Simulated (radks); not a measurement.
Spherical quantum dot in the effective-mass picture: electrons in a well V = -V0 / (1 + exp((r - R)/a)) with V0 = 17.1, R = 2.71, a = 0.3, all in effective atomic units (hartree* = m*/eps^2 hartree, bohr* = eps/m* bohr), one dielectric constant everywhere. Method: non-relativistic Kohn-Sham, r2SCAN, spin-polarised, spherical densities, generalised Kohn-Sham scheme; computed with a radial shooting solver with Libxc functionals. Levels are named by radial order and angular momentum (1s, 1p, 1d, 2s, ...), and open shells are averaged over m. Results are scaled to m* = 0.306 and eps = 8.8, for which hartree* = 107.5 meV and bohr* = 1.522 nm.

N = 16, configuration 1s2 1p6 1d(up 5, down 3). This is the lowest configuration that the search found. Occupied and some empty levels:

| level | occupation | eigenvalue (meV) | <r> (nm) |
|---|---|---|---|
| 1s up | 1 | -824.47 | 2.302 |
| 1s down | 1 | -819.97 | 2.288 |
| 1p up | 3 | -762.69 | 2.544 |
| 1p down | 3 | -756.99 | 2.537 |
| 1d up | 5 | -671.73 | 2.731 |
| 1d down | 3 | -665.06 | 2.730 |
| 2s up | 0 | -576.20 | 2.056 |
| 2s down | 0 | -572.34 | 2.064 |
| 1f up | 0 | -557.89 | 2.888 |
| 1f down | 0 | -550.49 | 2.889 |
| 2p up | 0 | -444.48 | 2.387 |
| 2p down | 0 | -439.82 | 2.387 |

Energy (meV): total -18501.5, kinetic 2576.3, external -27394, Hartree 7291.9, exchange-correlation -976.01.
